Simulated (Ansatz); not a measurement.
System: sum formula H4BN2O (charge 0, doublet). It need not be the lowest isomer of its formula. 
Coordinates optimised at B3LYP-D3(BJ)/def2-TZVP (Ansatz, a first-principles code):
```
B
O 1 1.3792
H 2 0.9619 1 112.27
N 1 1.4099 2 118.36 3 -173.71
H 4 1.0037 1 123.45 2 179.16
H 4 1.0062 5 114.35 1 169.66
N 1 1.4601 2 118.95 3 2.54
H 7 1.0208 1 115.11 2 122.09
```
Charge 0, spin multiplicity 2.

Wanted: atomisation energy (electronic, to ground-state atoms); the coupled-cluster value holds the core correlation from cc-pwCVTZ, in kJ/mol. Cores are frozen in the correlated levels unless marked. UHF or UKS for open shells. Spin-orbit coupling is left out. No relativistic terms. CBS(X,Y): correlation extrapolated as X^-3; Hartree-Fock from the larger set.

Level to compare with: CCSD(T)/CBS(aug-cc-pVTZ,aug-cc-pVQZ) plus the core term (Ansatz), 3050.2 kJ/mol. It is a level with limits of its own, and the differences hold the functionals' basis error too.

### Question
Rank these functionals by how close they come to CCSD(T)/CBS(aug-cc-pVTZ,aug-cc-pVQZ), closest first: r2SCANh/def2-TZVPD (Ansatz); PBE/def2-TZVPD (Ansatz); wB97M-V/def2-TZVPD (Ansatz).

### Answer
wB97M-V/def2-TZVPD (range-separated hybrid meta-GGA with VV10, 3066.4 kJ/mol, difference 16.2), r2SCANh/def2-TZVPD (hybrid meta-GGA, 3025.7 kJ/mol, difference -24.5), PBE/def2-TZVPD (GGA, 3136.9 kJ/mol, difference 86.7)
